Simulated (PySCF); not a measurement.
## A ladder of Hamiltonians for Zn¹²⁺ (zinc, charge +12)

Occupied: 1s1/2, 2s1/2, 2p1/2, 2p3/2, 3s1/2, 3p1/2, 3p3/2. Hartree-Fock calculated with PySCF 2.14 in an even-tempered Gaussian basis (18 s from 0.38 bohr⁻², ratio 2.7; 13 p from 0.45 bohr⁻², ratio 2.7), Gaussian nucleus throughout. NR is non-relativistic, sf-X2C the spin-free one-electron X2C Hamiltonian, X2C adds the bare one-electron spin-orbit term, X2C-SNSO screens it by Boettger's factors, DC is four-component Dirac-Coulomb, and the Gaunt and Breit terms are added at first order (total energies over the DC spinors, levels after relaxing the spinors in that mean field). QED terms are absent. Levels marked empty are virtual spinors of this ion; the basis has s and p functions only, so 3d, which can lie below the n = 4 levels, is absent.

```csv
level (eV),NR,sf-X2C,X2C,X2C-SNSO
1s1/2,-9985.3,-10100.5,-10100.4,-10100.4
2s1/2,-1584.3,-1610.3,-1610.3,-1610.3
2p1/2,-1436.2,-1441.3,-1459.0,-1457.8
2p3/2,-1436.2,-1441.3,-1432.8,-1433.3
3s1/2,-471.41,-476.97,-476.95,-476.96
3p1/2,-417.60,-418.96,-422.18,-421.96
3p3/2,-417.60,-418.96,-417.40,-417.50
4s1/2 (empty),-189.40,-191.00,-191.00,-191.00
4p1/2 (empty),-173.30,-173.78,-174.62,-174.57
4p3/2 (empty),-173.30,-173.78,-173.37,-173.40
```

Where do the four-component calculations put these levels?

1s1/2: DC -10105.4, DC+Gaunt -10092.5, DC+Breit -10093.3; 2s1/2: DC -1610.7, DC+Gaunt -1609.8, DC+Breit -1609.8; 2p1/2: DC -1457.9, DC+Gaunt -1456.2, DC+Breit -1456.3; 2p3/2: DC -1433.7, DC+Gaunt -1432.5, DC+Breit -1432.7; 3s1/2: DC -477.04, DC+Gaunt -476.88, DC+Breit -476.89; 3p1/2: DC -421.96, DC+Gaunt -421.68, DC+Breit -421.71; 3p3/2: DC -417.55, DC+Gaunt -417.36, DC+Breit -417.40; 4s1/2 (empty): DC -191.02, DC+Gaunt -190.98, DC+Breit -190.98; 4p1/2 (empty): DC -174.57, DC+Gaunt -174.49, DC+Breit -174.50; 4p3/2 (empty): DC -173.41, DC+Gaunt -173.36, DC+Breit -173.37 (eV).

```tsv
Hamiltonian	E (hartree)	E − E(DC) (hartree)	CPU seconds
NR	-1717.4288	17.0049	0.3
sf-X2C	-1734.1055	0.3282	0.16
X2C	-1734.1681	0.2656	0.23
X2C-SNSO	-1734.1599	0.2738	0.24
DC	-1734.4337	0.0000	12
DC+Gaunt	-1733.5966	0.8371	27
DC+Breit	-1733.6727	0.7610	73
```

Weight of the small component: 1s1/2 0.0117, 2s1/2 0.00228, 2p1/2 0.00224, 2p3/2 0.00220, 3s1/2 0.000641, 3p1/2 0.000603, 3p3/2 0.000595, 4s1/2 0.000229, 4p1/2 0.000213, 4p3/2 0.000211.

Koopmans' value for the highest occupied level at DC+Breit: 417.40 eV, against an ionisation energy of 417.6 ± 1.2 eV (semi-empirical (NIST evaluation); NIST Atomic Spectra Database, ionization energies); the former lacks relaxation, correlation, QED and recoil.

The whole ladder took 120 s of wall time on 1 thread of Intel(R) Xeon(R) Platinum 8488C (shared host), launched as `OMP_NUM_THREADS=1 python relrun2.py TASK.json OUT` (a driver that calls PySCF for each Hamiltonian).
